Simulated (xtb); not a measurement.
tin monoxide (OSn), SMILES [O]=[Sn] (connectivity only; charge and spin as stated), neutral, multiplicity 1. All values are semi-empirical tight-binding results from xtb (GFN2-xTB unless named), good for trends rather than for accurate numbers. Geometry optimised at GFN2-xTB.

For metal compounds this method's bond lengths and energies can be far off.

Computed properties:
| Item | Value |
|---|---|
| point group as xtb finds it | C∞v |
| orbital gap | 4.00 eV |
